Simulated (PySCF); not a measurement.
# One molecule, several mistakes: C2ClH6Si cation

All numbers below are calculated, not measured. The program is PySCF 2.14.0, an open-source quantum chemistry code, run on an isolated molecule that a program drew, which may never have been made. The molecule is C2ClH6Si cation (charge +1, singlet), drawn as the SMILES string `C[Si+](C)Cl`.

Each row is a Hartree-Fock (HF) and frozen-core CCSD(T) single point in the cc-pV(D+d)Z basis, meant for a local HF minimum. Run 1 is clean. Each other run has one planted mistake out of seven kinds, and not every kind appears here: one electron removed, one electron added, multiplicity raised by two, geometry at a saddle point, minimal basis STO-3G, one bond length entered in bohr, all coordinates scaled. The reference is restricted for singlets and unrestricted otherwise, and also for a bond in bohr. Adding or removing an electron swaps singlet and doublet. Electrons count all cores. HOMO and LUMO are orbital energies over both spins, the gradient is its largest component, and the lowest frequency (negative if imaginary) is given only where the gradient is small. Bond lengths are over the 9 bonds as drawn. T1 is the CCSD diagnostic: over 0.02 (restricted) or 0.045 (unrestricted) a single reference is doubtful.

Geometry of the clean run:
```xyz
10
C2ClH6Si cation, angstrom
C    -1.2938    1.5911   -1.4900
Si   -0.1299    0.3650   -0.7966
C    -0.3564   -1.4464   -0.8754
Cl    1.4918    1.0498    0.1042
H    -1.2741    2.5237   -0.9246
H    -2.3066    1.1844   -1.5258
H    -0.9785    1.8097   -2.5183
H    -0.9353   -1.7509    0.0059
H    -0.9270   -1.7234   -1.7646
H     0.5992   -1.9713   -0.8532
```

| run | electrons | basis functions | <S^2> | HOMO (eV) | LUMO (eV) | gradient (hartree/bohr) | lowest frequency (cm^-1) | mean bond (Å) | longest bond (Å) | T1 | HF (hartree) | CCSD(T) (hartree) | mistake |
|---|---|---|---|---|---|---|---|---|---|---|---|---|---|
| 1 | 48 | 104 | 0.000 | -17.79 | -4.34 | 6.4e-06 | 25 | 1.3547 | 1.977 | 0.0114 | -827.47629 | -828.05038 | no fault |
| 2 | 48 | 104 | 2.022 | -12.07 | -9.45 | 1.1e-01 | - | 1.3547 | 1.977 | 0.0558 | -827.26780 | -827.85464 | multiplicity raised by two |
| 3 | 49 | 104 | 0.769 | -6.01 | 3.16 | 3.7e-02 | - | 1.3547 | 1.977 | 0.0099 | -827.66621 | -828.25309 | one electron added |
| 4 | 48 | 34 | 0.000 | -16.76 | -2.66 | 2.6e-02 | - | 1.3547 | 1.977 | 0.0111 | -818.35597 | -818.55099 | minimal basis STO-3G |
| 5 | 47 | 104 | 0.765 | -23.67 | -15.05 | 7.3e-02 | - | 1.3547 | 1.977 | 0.0545 | -826.86879 | -827.43004 | one electron removed |
| 6 | 48 | 104 | 0.911 | -15.41 | -5.57 | 4.2e-02 | - | 1.5354 | 3.453 | 0.0274 | -827.35301 | -827.90424 | ? |

**Which mistake was planted in run 6, and what did it cost?**

The mean bond changes by a factor of 1.133 and the longest by 1.747, so the molecule wasn't scaled as a whole. A length L in bohr read as angstrom grows by (1/0.5292 - 1) L = 0.890 L. The 9 bonds together grew by 9 x 0.1807 = 1.626 Å, which gives L = 1.828 Å. That is the length of one of the C-Si bonds, 1.827 Å in the clean geometry. So the mistake is: one bond length entered in bohr. Subtracting run 1 and multiplying by 627.51 kcal/mol a hartree, the energy moved by 77.4 kcal/mol in HF and 91.7 kcal/mol in CCSD(T).

Cautions from the logs. Run 2: T1 is over the limit, so its CCSD(T) energy is less reliable; run 5: T1 is over the limit, so its CCSD(T) energy is less reliable.
